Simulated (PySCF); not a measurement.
# I: excitation energy

I [Kr] 4d10 5s2 5p5 (2P) → I [Kr] 4d10 5s1 5p5 6s1 (4P), as a difference of total energies. All numbers are calculated (PySCF 2.14, scalar relativity through the core potential, in aug-cc-pVQZ-PP with ECP28MDF). Correlated levels: valence: 4s2 4p6 4d10 frozen. The calculations carry no spin-orbit coupling.

```csv
method,excitation energy (cm⁻¹)
UHF,147750
LDA,144930
PBE,142770
PBE0,145920
r2SCAN,145790
B3LYP,145990
BP86,143370
r2SCANh,146530
r2SCAN0,147630
MP2 (valence),138600
SCS-MP2 (valence),137490
```

The upper state lies above the first ionisation limit, where it may autoionise and the basis confines it. A Rydberg-like electron needs more diffuse functions than a valence basis has.

The promoted electron is Rydberg-like, and one or two diffuse shells describe it only roughly, which tends to raise the upper state.
